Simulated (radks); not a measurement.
All-electron atom: Dy52+ in [Ne] 3s2 3p2.

Method: Dirac Kohn-Sham, LB94 model potential, spin-unpolarised, spherical densities, finite nucleus; open shells fill j = l - 1/2 first; Fermi nuclear charge, rms radius 5.2218 fm; computed with a radial shooting solver on a logarithmic mesh with Libxc functionals.

Energy parts (hartree):
part                   energy
kinetic            10525.4569
electron-nucleus  -20732.8940
Hartree              973.2971
(The LB94 potential has no energy functional, so no total or exchange-correlation energy is given.)

Orbitals (lengths in bohr, moments of r in powers of bohr; r(90%) holds 90 % of the orbital's charge):
| orbital | occ. | eigenvalue (hartree) | r(90%) | <r^4> | <r> |
|---|---|---|---|---|---|
| 1s1/2 | 2 | -2118.030 | 0.0382 | 9.834e-07 | 0.02108 |
| 2s1/2 | 2 | -464.8595 | 0.136 | 0.0001441 | 0.08796 |
| 2p1/2 | 2 | -450.6964 | 0.121 | 0.00008773 | 0.07321 |
| 2p3/2 | 4 | -420.2750 | 0.129 | 0.0001160 | 0.08000 |
| 3s1/2 | 2 | -187.1613 | 0.310 | 0.003950 | 0.2133 |
| 3p1/2 | 2 | -182.0988 | 0.299 | 0.003334 | 0.2007 |
| 3p3/2 | 0 | -174.1285 | 0.312 | 0.003998 | 0.2110 |
| 3d3/2 | 0 | -167.3273 | 0.276 | 0.002362 | 0.1809 |
| 3d5/2 | 0 | -165.3989 | 0.280 | 0.002500 | 0.1841 |
| 4s1/2 | 0 | -100.5654 | 0.558 | 0.04274 | 0.3955 |

The highest occupied level is 3p1/2 at -4955.2 eV. The electron density at the nucleus is 7.422e+05 e/bohr^3. Summed over all electrons, <r^2> = 0.2612 bohr^2, which gives a Langevin (diamagnetic) susceptibility term of -0.207 x 10^-6 cm^3/mol. For comparison, the ionisation energy in NIST's Atomic Spectra Database is 4945 eV (theoretical). In exact Kohn-Sham theory the highest level is minus the ionisation energy, but local and semilocal functionals leave it too shallow, through self-interaction and a potential that decays too fast; potentials with the right tail come closer. The density falls to 0.001 e/bohr^3 at r = 0.61 bohr.

Beside tabulated values, note that spin-unpolarised runs miss the spin-polarisation part of the exchange energy of open shells.
